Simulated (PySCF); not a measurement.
## Working out the ionisation energy of Mn⁺

Mn⁺ [Ar] 3d5 4s1 (7S) → Mn²⁺ [Ar] 3d5 (6S). Computed with PySCF 2.14 in def2-SVP (5s3p2d1f, 31 functions), with no relativity, point nucleus. Frozen: [Ar]. Energies in hartree (1 hartree = 27.21139 eV):

| part | Mn⁺ (lower) | Mn²⁺ (upper) |
| --- | --- | --- |
| UHF | -1149.478460 | -1148.942238 |
| MP2 opposite-spin | 0.000000 | 0.000000 |
| MP2 same-spin | -0.047646 | -0.041066 |

Problem. What does Hartree-Fock give?

Solution. (-1148.942238) − (-1149.478460) = 0.536222 hartree = 14.591 eV.

Problem. What do MP2 and SCS-MP2 (6/5 opposite-spin, 1/3 same-spin) give?

Solution. The opposite-spin parts differ by 0.000 eV and the same-spin parts by 0.179 eV. MP2: 14.591 + (0.000) + (0.179) = 14.770 eV. SCS-MP2: 14.591 + 1.2 × (0.000) + (0.179)/3 = 14.651 eV.

Measured between the centres of the two terms (NIST): 15.640 eV, so MP2 (valence) is off by -0.870 eV.

The calculation is non-relativistic.

A double-zeta basis recovers only part of the correlation energy.

What remains against the reference includes basis incompleteness, the frozen core and correlation beyond second order.
